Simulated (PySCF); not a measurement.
An unknown is described by computed data only.

Formula: C5H6NOP.

- 13C NMR: chemical shifts (computed TMS as zero) by class: 177.5 (1 C), 157.8 (1 C), 157.7 (1 C), 110.2 (1 C), 53.4 (1 C) ppm [GIAO KT2/pcSseg-1]
- Valence photoelectron: vertical ionisation energy: 8.58 eV [ΔSCF wB97X-D/def2-SVPD]
- UV, first state: lowest singlet excitation: 4.51 eV (275 nm, f = 0.001) [TDDFT wB97X-D/def2-SVPD]
- Dipole: 1.41 D [wB97X-D/def2-SVPD]
- NMR, other nuclei: isotropic shieldings of nuclei other than C and H, by class: -38 (1 N), 181 (1 O), 202 (1 P) ppm [GIAO KT2/pcSseg-1]
- Rotational structure: rotational constants A, B, C: 4.640, 1.194, 0.955 GHz [PBE0-D3(BJ)/def2-SVP]

Gas-phase values; electronic properties from PySCF, density fitting. Levels stand in brackets. One conformer (not necessarily the lowest) at the PBE0-D3(BJ)/def2-SVP geometry, without solvent, vibrations or thermal averaging. NMR values are class means; diastereotopic atoms form classes of their own.

**Question.** What is the compound? Reason from the data.

**Answer.** Numbering: `[CH3:1][O:2][c:3]1[cH:4][cH:5][p:6][cH:7][n:8]1`. 5 carbons fall into 5 classes; from least to most shielded: aromatic CH next to a ring nitrogen [C7] (177.5 ppm), aromatic carbon bearing oxygen [C3] (157.8 ppm), aromatic CH carbon [C5] (157.7 ppm), aromatic CH carbon [C4] (110.2 ppm), methoxy carbon [C1] (53.4 ppm). The other shieldings belong to: -38 ppm, pyridine-type nitrogen [N8]; 181 ppm, aryl ether oxygen [O2]; 202 ppm, phosphorus bonded to 2 C [P6]. The first electron is taken from the HOMO, whose largest Löwdin shares are 0.28 on the phosphorus bonded to 2 C, 0.17 on the aromatic CH next to a ring nitrogen, 0.16 on the aryl ether oxygen and 0.10 on an aromatic CH carbon. The optimised geometry has point group Cs and is an asymmetric top. Structure: `COc1ccpcn1`. The assignments are read from this structure; whether some other isomer fits the data as well wasn't checked.

Conformer computed: `[CH3:1][O:2][c:3]1[cH:4][cH:5][p:6][cH:7][n:8]1`: C1–O2–C3–C4 180°.
